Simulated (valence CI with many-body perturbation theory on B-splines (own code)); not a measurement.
Rh XXXIX: E2, E3, M2 decay

Computed by valence CI with perturbative core correlation (CI+MBPT): five valence electrons over a frozen Dirac-Fock core [He], a basis of 11 s, 11 p, 10 d, 8 f, 5 g, 2 h functions for each j, with the one-electron correlation potential Σ1, the two-electron term Σ2, the three-electron term Σ3, Breit, model QED; selected CI, second order for the rest, scaled by the run's own slope (own B-spline code, finite nucleus).

No measured spectrum was set against this ion. As an estimate, large intervals hold to a few tenths of a per cent, small ones and those within an open d or f shell to about a per cent. Among the levels kept, up to 11000 cm⁻¹ of a level comes from second order outside the variational space, and about a tenth of that is noise between levels of different J, which matters for small intervals.

Lines 51 to 71 of 71 in falling wavelength, among levels below 282.51 Ry, chosen from the decays that carry over 1 % of a level's rate. Wavelengths and rates use the calculated energies. Electric multipoles are in the length gauge with retardation, E1 and E2 with the static RPA response of the core. Weak lines are less certain than strong ones. Lines between different terms over intervals too small for the method are left out, as are lines whose strength nearly cancels. The highest levels of a list are the least certain.

Levels are named by their leading jj configuration (3d3/2^4 stands for four electrons in 3d with j = 3/2), which in mixed levels can hold well under half, so a name can repeat and another be missing. Letters in brackets count levels of one name in rising energy.

| λ vac (nm) | Upper | Lower | Type | A (s⁻¹) | Branch % |
| --- | --- | --- | --- | --- | --- |
| 0.3719 | (2s^2 2p3/2^2 3p3/2) J=7/2 | (2s^2 2p1/2 2p3/2^2) J=5/2 | E2 | 2.83e+10 | 9.4 |
| 0.3715 | (2s^2 2p1/2 2p3/2 3p3/2) J=7/2 | (2s^2 2p1/2^2 2p3/2) J=3/2 | E2 | 5.43e+10 | 30.7 |
| 0.3713 | (2s^2 2p3/2^2 3p3/2) J=1/2 | (2s^2 2p1/2 2p3/2^2) J=5/2 | E2 | 2.83e+10 | 9.7 |
| 0.3708 | (2s 2p3/2^3 3p3/2) J=7/2 | (2s 2p1/2 2p3/2^3) J=3/2 [a] | E2 | 4.27e+10 | 3.9 |
| 0.3701 | (2s^2 2p3/2^2 3p3/2) J=5/2 | (2s^2 2p1/2 2p3/2^2) J=3/2 | E2 | 2.03e+10 | 4.9 |
| 0.3700 | (2s^2 2p3/2^2 3p3/2) J=7/2 | (2s^2 2p1/2 2p3/2^2) J=3/2 | E2 | 4.00e+10 | 13.3 |
| 0.3700 | (2s^2 2p1/2 2p3/2 3p3/2) J=5/2 [b] | (2s^2 2p1/2^2 2p3/2) J=3/2 | E2 | 3.82e+10 | 3.6 |
| 0.3688 | (2s^2 2p1/2 2p3/2 3p3/2) J=1/2 [b] | (2s^2 2p1/2^2 2p3/2) J=3/2 | E2 | 2.38e+10 | 1.6 |
| 0.3668 | (2s 2p1/2^2 2p3/2 3d5/2) J=9/2 | (2s^2 2p1/2 2p3/2^2) J=5/2 | E2 | 6.77e+08 | 4.9 |
| 0.3642 | (2s^2 2p3/2^2 3d5/2) J=9/2 | (2s^2 2p1/2 2p3/2^2) J=5/2 | M2 | 2.85e+08 | 2.7 |
| 0.3638 | (2s^2 2p1/2 2p3/2 3d5/2) J=9/2 | (2s^2 2p1/2^2 2p3/2) J=3/2 | E3 | 1.18e+08 | 1.1 |
| 0.3525 | (2s 2p1/2 2p3/2^2 3d5/2) J=9/2 [a] | (2s^2 2p1/2 2p3/2^2) J=5/2 | E2 | 9.00e+09 | 14.6 |
| 0.3505 | (2s 2p1/2 2p3/2^2 3d3/2) J=9/2 | (2s^2 2p1/2 2p3/2^2) J=5/2 | E2 | 7.62e+10 | 55.4 |
| 0.3502 | (2s 2p1/2 2p3/2^2 3d3/2) J=7/2 [a] | (2s^2 2p1/2 2p3/2^2) J=3/2 | E2 | 2.69e+11 | 1.5 |
| 0.3494 | (2s 2p1/2 2p3/2^2 3d5/2) J=9/2 [b] | (2s^2 2p1/2 2p3/2^2) J=5/2 | E2 | 2.30e+11 | 79.8 |
| 0.3463 | (2s 2p1/2^2 2p3/2 3d3/2) J=5/2 [b] | (2s^2 2p1/2^2 2p3/2) J=3/2 | E2 | 1.19e+11 | 1.5 |
| 0.3458 | (2s 2p1/2 2p3/2^2 3d3/2) J=7/2 [c] | (2s^2 2p1/2 2p3/2^2) J=5/2 | E2 | 9.86e+10 | 11.1 |
| 0.3456 | (2s 2p1/2^2 2p3/2 3d3/2) J=1/2 [b] | (2s^2 2p1/2^2 2p3/2) J=3/2 | E2 | 3.15e+11 | 1.4 |
| 0.3445 | (2s 2p1/2 2p3/2^2 3d3/2) J=3/2 [d] | (2s^2 2p1/2 2p3/2^2) J=3/2 | E2 | 2.24e+11 | 1.5 |
| 0.3445 | (2s 2p1/2 2p3/2^2 3d5/2) J=9/2 [c] | (2s^2 2p1/2 2p3/2^2) J=5/2 | E2 | 3.24e+11 | 49.4 |
| 0.3441 | (2s 2p1/2 2p3/2^2 3d3/2) J=7/2 [c] | (2s^2 2p1/2 2p3/2^2) J=3/2 | E2 | 1.27e+11 | 14.3 |
